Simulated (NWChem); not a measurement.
System: CH6FNSi2; SMILES F[Si@H]1C[SiH2]N1

Parts of the log:

```
             Northwest Computational Chemistry Package (NWChem) 7.3.0
             --------------------------------------------------------

 C1  symmetry detected

                             Geometry "geometry" -> ""
                             -------------------------

 Output coordinates in angstroms (scale by  1.889725989 to convert to a.u.)

  No.       Tag          Charge          X              Y              Z
 ---- ---------------- ---------- -------------- -------------- --------------
    1 F                    9.0000    -0.03697777    -2.11434381    -0.61945254
    2 Si                  14.0000    -0.00583664    -0.88464087     0.44857219
    3 C                    6.0000     1.34799055     0.37084972     0.09607864
    4 Si                  14.0000    -0.05275248     1.60553705    -0.24279134
    5 N                    7.0000    -1.19871216     0.32786843     0.13631513
    6 H                    1.0000    -0.06948839    -1.55158944     1.77682481
    7 H                    1.0000     1.99704918     0.62637044     0.94680273
    8 H                    1.0000     1.97668903     0.12075022    -0.77156319
    9 H                    1.0000    -0.13622887     2.13294887    -1.64032001
   10 H                    1.0000    -0.10148145     2.77426670     0.68995647
   11 H                    1.0000    -2.21045011     0.31362379     0.16176235

 Effective nuclear repulsion energy (a.u.)     304.6865145596

                                 NWChem DFT Module
                                 -----------------

 Summary of "ao basis" -> "ao basis" (spherical)
 ------------------------------------------------------------------------------
       Tag                 Description            Shells   Functions and Types
 ---------------- ------------------------------  ------  ---------------------
 F                        aug-pcseg-1                9       23   4s3p2d
 Si                       aug-pcseg-1               11       27   5s4p2d
 C                        aug-pcseg-1                9       23   4s3p2d
 N                        aug-pcseg-1                9       23   4s3p2d
 H                        aug-pcseg-1                5        9   3s2p

            General Information
            -------------------
          SCF calculation type: DFT
          Wavefunction type:  closed shell.
          No. of atoms     :    11
          No. of electrons :    56
           Alpha electrons :    28
            Beta electrons :    28
          Charge           :     0
          Spin multiplicity:     1
          Use of symmetry is: off; symmetry adaption is: off
          Maximum number of iterations: 150
          AO basis - number of functions:   177
                     number of shells:    79
          Convergence on energy requested:  1.00D-06
          Convergence on density requested:  1.00D-05
          Convergence on gradient requested:  5.00D-04

              XC Information
              --------------
                  TPSS metaGGA Exchange Functional  1.000
             TPSS03 metaGGA Correlation Functional  1.000

             Grid Information
             ----------------
          Grid used for XC integration:  medium
          Radial quadrature: Mura-Knowles
          Angular quadrature: Lebedev.
          Tag              B.-S. Rad. Rad. Pts. Rad. Cut. Ang. Pts.
          ---              ---------- --------- --------- ---------
          F                   0.50       49          16.0       434
          Si                  1.10       88          16.0       590
          C                   0.70       49          15.0       434
          N                   0.65       49          14.0       434
          H                   0.35       45          17.0       434
          Grid pruning is: on
          Number of quadrature shells:   593
          Spatial weights used:  Erf1

      Superposition of Atomic Density Guess
      -------------------------------------

 Sum of atomic energies:        -771.88841419

      Non-variational initial energy
      ------------------------------

 Total energy =    -774.258401
 1-e energy   =   -1673.295104
 2-e energy   =     594.350188
 HOMO         =      -0.341474
 LUMO         =       0.000334

------------------------------------------------------------
EAF file 0: "./job.aoints.0" size=772800512 bytes
------------------------------------------------------------
               write      read    awrite     aread      wait
               -----      ----    ------     -----      ----
     calls:     1474         0         0         0         0
   data(b): 7.73e+08  0.00e+00  0.00e+00  0.00e+00
   time(s): 0.00e+00  0.00e+00  0.00e+00  0.00e+00  0.00e+00
rate(mb/s): 0.00e+00  0.00e+00
------------------------------------------------------------

     ---------------------------------------------
      Total Density - Mulliken Population Analysis
     ---------------------------------------------

    Atom       Charge   Shell Charges
 -----------   ------   -------------------------------------------------------
    1 F    9     9.64   2.00  0.96  1.00 -0.08  3.61  2.13  0.02  0.00  0.00
    2 Si  14    12.05   2.00  2.00  0.79 -0.18 -0.02  5.99  1.33 -0.23  0.01  0.23  0.13
    3 C    6     7.38   2.00  0.79  0.56  0.11  2.17  1.79 -0.04  0.01  0.00
    4 Si  14    12.53   2.00  2.00  0.87  0.11 -0.07  5.99  1.64 -0.24  0.01  0.17  0.06
    5 N    7     8.76   2.00  0.86  0.76  0.49  2.68  1.88  0.10  0.01 -0.02
    6 H    1     1.09   0.71  0.34 -0.01  0.01  0.04
    7 H    1     0.75   0.66 -0.04 -0.03  0.02  0.14
    8 H    1     0.74   0.66 -0.05 -0.04  0.02  0.14
    9 H    1     1.12   0.72  0.35  0.01  0.01  0.03
   10 H    1     1.12   0.72  0.35  0.00  0.01  0.03
   11 H    1     0.82   0.63  0.10  0.02  0.04  0.04

[...]
```

Level: TPSS/aug-pcseg-1. All runs use the structure optimised with PBE0/def2-SVP.

Q: Reconstruct the input file.

A: Several could match; the one computed here: the input that was run:
```
start job
memory heap 200 mb stack 900 mb global 1100 mb
geometry units angstroms noautoz
  F     -0.032423    -2.108382    -0.662136
  Si     0.012166    -0.897347     0.426543
  C      1.338650     0.382831     0.059200
  Si    -0.087447     1.603718    -0.218377
  N     -1.205121     0.303786     0.169391
  H     -0.005302    -1.588382     1.743848
  H      2.007814     0.632333     0.896020
  H      1.946080     0.156791    -0.829928
  H     -0.217109     2.154427    -1.603341
  H     -0.125664     2.755066     0.736222
  H     -2.215467     0.275047     0.222675
end
basis spherical
  * library aug-pcseg-1
end
dft
  xc xtpss03 ctpss03
  iterations 150
  semidirect filesize 400000000
  mulliken
end
task dft energy
```
